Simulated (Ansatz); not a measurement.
Total energies of Al11N11H28, a nanocrystal cut from wurtzite AlN (hydrogen-capped) from Ansatz at PBE0-D4/def2-TZVP, gas phase (1 Eh = 27.2114 eV = 2625.5 kJ/mol). The reference geometry is relaxed at PBE-D4/def2-SVP.

```xyz
50

Al   -3.062   -1.720    0.261
N    -2.680   -1.907    2.208
Al   -1.846   -0.659   -2.252
N    -1.598    1.246   -2.659
N    -1.437   -0.877   -0.432
Al   -1.136    0.827    0.407
Al   -0.904   -1.356    2.803
N    -0.749    0.494    2.286
Al    0.138    2.032   -2.184
N     0.423    1.646   -0.368
Al    0.730    3.423    0.392
Al    0.960    1.171    2.867
N     0.976    3.049    2.334
N    -0.390   -1.515   -3.274
Al    0.043   -2.059   -0.195
N     0.385   -2.226    1.690
Al    1.451   -0.997   -2.843
N     1.411    0.928   -3.212
N     1.567   -1.131   -0.965
Al    1.984    0.573   -0.127
Al    2.231   -1.700    2.136
N     2.198    0.233    1.752
H    -4.317   -0.716    0.153
H    -3.155   -3.236   -0.284
H    -3.393   -1.382    2.738
H    -2.846   -2.890    2.477
H    -3.248   -1.174   -2.820
H    -2.291    1.742   -2.065
H    -1.882    1.480   -3.623
H    -2.428    1.784    0.251
H    -0.779   -1.633    4.373
H    -1.467    1.010    2.824
H     0.228    3.542   -2.700
H    -0.598    4.328    0.283
H     2.163    3.978   -0.101
H     1.223    1.081    4.443
H     0.252    3.558    2.865
H     1.859    3.487    2.638
H    -0.582   -1.481   -4.288
H    -0.466   -2.523   -3.039
H    -0.121   -3.477   -0.951
H     0.368   -3.236    1.916
H     2.514   -1.757   -3.759
H     1.347    1.135   -4.221
H     2.346    1.290   -2.942
H     2.380   -1.737   -0.729
H     3.307    1.172   -0.832
H     2.517   -1.950    3.698
H     3.223   -2.404    1.058
H     3.153    0.539    2.012
```

| state | geometry | energy (Eh) |
| --- | --- | --- |
| charge 0 singlet | reference | -3285.44210 |
| charge 1 doublet | reference | -3285.12295 |
| charge 1 doublet | relaxed at PBE-D4/def2-SVP | -3285.12794 |
| charge -1 doublet | reference | -3285.43592 |
| free Al atom (doublet) | – | -242.24894 |
| free N atom (quartet) | – | -54.54382 |
| free H atom (doublet) | – | -0.50104 |

Single mean-field runs in def2-TZVP are fitted with def2-universal-jkfit.

Task: Work out the vertical ionisation energy to the doublet.

Result: E(charge 1 doublet) − E(charge 0 singlet) = -3285.12295 − (-3285.44210) = 0.31915 Eh = 8.68 eV. For comparison, −ε of the highest occupied level is 7.35 eV at this level, 1.33 eV less.

Task: Work out the vertical electron affinity, to the doublet.

Result: E(charge 0 singlet) − E(charge -1 doublet) = -3285.44210 − (-3285.43592) = -0.00618 Eh = -0.17 eV; negative, so the extra electron isn't bound. The basis lacks diffuse functions, which makes affinities too small.

Task: Give the fundamental gap IE − EA, the Mulliken electronegativity (IE + EA)/2 and the hardness (IE − EA)/2.

Result: From the values in Eh: IE − EA = 0.31915 − (-0.00618) = 0.32533 Eh = 8.85 eV; (IE + EA)/2 = 4.26 eV; (IE − EA)/2 = 4.43 eV. The HOMO–LUMO gap of the same run is 6.59 eV, 2.26 eV smaller than the fundamental gap.

Task: How much does the charge 1 doublet relax, and what is the adiabatic ionisation energy?

Result: Relaxation: -3285.12295 − (-3285.12794) = 0.00499 Eh = 0.14 eV. Adiabatic ionisation energy: 0.31416 Eh = 8.55 eV, without zero-point energy. 

Task: What is the binding energy per atom against free atoms?

Result: Atoms: 11 × (-242.24894) + 11 × (-54.54382) + 28 × (-0.50104) = -3278.74948 Eh. Binding: -3278.74948 − (-3285.44210) = 6.69262 Eh = 182.12 eV, or 3.64 eV for each of 50 atoms (no zero-point energy, no counterpoise term).

At PBE0-D4/def2-TZVP the highest occupied level of the charge -1 doublet lies above zero (up to 1.31 eV). Energy differences disagree on whether the electron is bound (positive means bound): -0.17 eV (vertical, against the charge 0 singlet, at PBE0-D4/def2-TZVP), but 0.12 eV at PBE-D4/def2-TZVP.
